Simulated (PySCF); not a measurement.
Species: C5H6O2.
Geometry (GFN2-xTB, Å), atoms numbered from 1 in this order:
```
atom  x, y, z in Å
O1     2.4158   -1.0550    1.3130
C2     1.7852   -0.7455    0.3447
C3     0.7964    0.4058    0.2842
C4    -0.4587    0.0266    1.0274
C5    -1.4702   -0.0101    0.1791
C6    -0.9980    0.3640   -1.1912
O7     0.3832    0.6701   -1.0436
H8     1.8553   -1.2957   -0.6121
H9     1.2731    1.2993    0.7135
H10   -0.4438   -0.1901    2.0774
H11   -2.4954   -0.2531    0.3827
H12   -1.5200    1.2451   -1.5862
H13   -1.1273   -0.4608   -1.9065
```

NICS = −σ at a ghost point: NICS(0) at the centroid of the ring atoms, NICS(1) 1 Å to either side along the normal of their mean plane, zz for the tensor component along that normal. Level: GIAO PBE0/pcSseg-1 (PySCF, non-relativistic, gas phase) on the GFN2-xTB geometry, one conformer.

Ring bond lengths (Å), with Mayer bond orders in brackets: C3–C4 1.507 (1.03), C4–C5 1.321 (1.84), C5–C6 1.497 (1.04), C6–O7 1.422 (0.92), O7–C3 1.415 (0.92).

Q: Give the NICS values of each ring in ppm.

A: 
```
          ring                                                     type  NICS(0)  NICS(1), two faces  NICS(1)zz, two faces  rms pucker (Å)  centre to ring atoms, mean (Å)
C3–C4–C5–C6–O7  5-membered ring with O; formal bonds 1 double, 4 single     -5.0         -3.0 / -2.8           -5.7 / -4.9            0.02                            1.22
```

Q: What can be read from them?

A: 
- C3–C4–C5–C6–O7: mean NICS(1)zz -5.3 ppm, shielded. C3, C6 have four or more neighbours, so the value isn't read as a sign of a π ring current.

Q: List the ring angles and the Hirshfeld charges of the ring atoms.

A: 
- C3–C4–C5–C6–O7: C3 105.5° (+0.033 e), C4 109.2° (-0.050 e), C5 109.8° (-0.048 e), C6 105.4° (+0.004 e), O7 109.9° (-0.150 e); sum 539.7° against 540° for a flat convex ring.

Q: How shielded are the nuclei of the rings and their hydrogens (means over atoms taken as equivalent)?

A: 
| atoms | environment | σ isotropic (ppm) |
| --- | --- | --- |
| C3 | sp3 carbon bound to oxygen | 89.1 |
| C4 | alkene CH carbon | 54.4 |
| C5 | alkene CH carbon | 50.1 |
| C6 | sp3 carbon bound to oxygen | 103.9 |
| O7 | cyclic ether oxygen | 293.3 |
| H9 | methine hydrogen | 26.42 |
| H10 | vinylic hydrogen | 25.89 |
| H11 | vinylic hydrogen | 25.58 |
| H12 | methylene hydrogen | 26.49 |
| H13 | methylene hydrogen | 26.48 |
